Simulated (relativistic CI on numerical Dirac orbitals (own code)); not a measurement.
Hyperfine structure of Pb LVIII, mass number 207

Computed by Dirac-Coulomb-Breit CI, KLI orbitals optimised for each configuration, QED by a radiative potential, unscaled Slater integrals (own radial code, finite nucleus).

Configuration list (outside the closed core [Ne]): 3s²3p⁶3d⁷, 3s²3p⁵3d⁸, 3s²3p⁴3d⁹, 3s3p⁶3d⁸, 3p⁶3d⁹, 3s3p⁵3d⁹, 3s²3p⁶3d⁶4s, 3s²3p⁶3d⁶4p, 3s²3p⁴3d⁸4s, 3s²3p⁶3d⁶4d, 3s²3p⁴3d⁸4p, 3s²3p⁵3d⁷4s, 3s²3p⁶3d⁶4f, 3s²3p⁵3d⁷4p, 3s²3p⁶3d⁵4s², 3s3p⁶3d⁷4s. Levels of other configurations are missing.

Nuclear spin I = 1/2, μ = 0.5906 μN (tables of Stone and Pyykkö). The electronic factors are computed for point nuclear moments, without core polarisation or the Bohr-Weisskopf and QED corrections.

```
           Level   E (eV)  A (GHz)
 3s²3p⁶3d⁷ ⁴F9/2    0.000    68.13
 3s²3p⁶3d⁷ ²D5/2   23.539     68.5
 3s²3p⁶3d⁷ ⁴F7/2  109.129    77.02
 3s²3p⁶3d⁷ ⁴P5/2  123.535    26.25
 3s²3p⁶3d⁷ ²P1/2  124.571   -36.77
3s²3p⁶3d⁷ ²H11/2  126.160    97.25
 3s²3p⁶3d⁷ ²F7/2  134.843    104.3
 3s²3p⁶3d⁷ ²F5/2  139.570    106.8
```

Levels with J = 0, under 50 % of one LS term, or S terms without an open s electron are left out. Small factors come from cancelling terms and can be off by tens of per cent or more.

At this charge energies of transitions that change n are usually good to better than 1 %, and those within a shell (Δn = 0) to a few per cent.

Task: Give the hyperfine levels of 3s²3p⁶3d⁷ ⁴F9/2 relative to its centre of gravity.

Result: With K = F(F + 1) − I(I + 1) − J(J + 1), E = AK/2: F = 4: -187.3, F = 5: 153.3 GHz.

LS names give the leading component of a level, which can be under half, so a name can repeat, a term be missing and a line seem to break the LS rules.
